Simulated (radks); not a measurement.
Valence configurations of I+ (all share [Kr]). Calculated with a radial shooting solver on a logarithmic mesh with Libxc functionals: scalar-relativistic Kohn-Sham, PBE, spin-polarised, spherical densities, point nucleus; open shells are filled with parallel spins first (spin-orbit coupling, left out, can overturn this in heavy ions). Energies are relative to 4d10 5s2 5p4; eigenvalues in eV for spin up.

valence           E (eV)  moment (Bohr magnetons)    e(4d)    e(5p)    e(5s)
4d10 5s2 5p4       0.000                        2  -59.846  -15.972  -26.852
4d10 5s1.5 5p4.5   5.475                        2  -60.551  -16.274  -27.273
4d10 5s1 5p5      10.965                        2  -61.252  -16.573  -27.690
4d10 5p6          22.849                        0  -62.434  -16.506        -
4d9.5 5s2 5p4.5   23.116                        2  -63.485  -16.578  -27.859
4d9 5s2 5p5       47.361                        2  -67.114  -17.166  -28.838
4d9 5s1.5 5p5.5   53.159                        2  -67.782  -17.451  -29.232

NIST lists [Kr] 4d10 5s2 5p4 as the ground configuration; this level of theory agrees among the configurations tried. The energies are those of spherical high-spin densities, not of single terms.
